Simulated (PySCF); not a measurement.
## How methods differ on the fine-structure interval of Ga¹²⁺

Ga¹²⁺ [Ar] 3d1 [3d3/2^1, M_J = 3/2] → Ga¹²⁺ [Ar] 3d1 [3d5/2^1, M_J = 5/2], as a difference of total energies. Calculation: PySCF 2.14, in an uncontracted even-tempered set (17 s from 0.88 bohr⁻², ratio 2.8; 12 p from 1.1 bohr⁻², ratio 2.8; 8 d from 1.1 bohr⁻², ratio 2.8; 4 f from 3.4 bohr⁻², ratio 3); the two-component X2C-1e Hamiltonian. Correlated levels: [Ne] frozen; the 76 highest virtual spinors dropped. "Screened" scales the spin-orbit matrix elements by Boettger's factors to mimic the two-electron term; Breit and QED terms are absent.

```json
{"method": "GHF (screened spin-orbit)", "fine-structure interval (cm⁻¹)": "6546.6"}
{"method": "GMP2 (screened spin-orbit)", "fine-structure interval (cm⁻¹)": "6302.1"}
{"method": "GHF (bare spin-orbit)", "fine-structure interval (cm⁻¹)": "9611.2"}
```
